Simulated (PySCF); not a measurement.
SMILES FC(F)(F)[SiH2]CBr, GFN2-xTB optimised geometry.

```
11

F      0.86     0.57     0.00
C     -0.49     0.57     0.00
F     -0.86     0.06    -1.19
F     -0.86     1.86     0.00
Si    -1.21    -0.48     1.48
C     -0.32     0.15     3.04
Br    -1.20     1.79     3.65
H     -2.64    -0.21     1.51
H     -0.82    -1.86     1.17
H      0.73     0.41     2.87
H     -0.38    -0.55     3.87
```

Density from PySCF with CAM-B3LYP/def2-TZVP at that geometry.

Minimum of the electron density along straight lines between bonded atoms, close to the bond critical point (lines longer than 1.1 times the sum of covalent radii, or with two minima, are not listed):

| bond | length / Å | ρ at the minimum / e bohr⁻³ | ∇²ρ there / e bohr⁻⁵ | position (fraction from the first atom) |
|---|---|---|---|---|
| F1–C2 | 1.351 | 0.276 | -0.45 | 0.66 |
| C2–F3 | 1.347 | 0.278 | -0.44 | 0.34 |
| C2–F4 | 1.343 | 0.282 | -0.45 | 0.34 |
| C2–Si5 | 1.950 | 0.113 | 0.15 | 0.62 |
| Si5–C6 | 1.906 | 0.118 | 0.14 | 0.39 |
| C6–Br7 | 1.959 | 0.145 | -0.13 | 0.44 |
| Si5–H8 | 1.457 | 0.130 | 0.17 | 0.49 |
| Si5–H9 | 1.461 | 0.128 | [?] | 0.49 |
| C6–H10 | 1.088 | 0.283 | -0.99 | 0.65 |
| C6–H11 | 1.087 | 0.283 | -0.99 | 0.65 |

Q: What belongs in the gaps?

A: 
- Si5–H9, ∇²ρ there / e bohr⁻⁵: 0.16
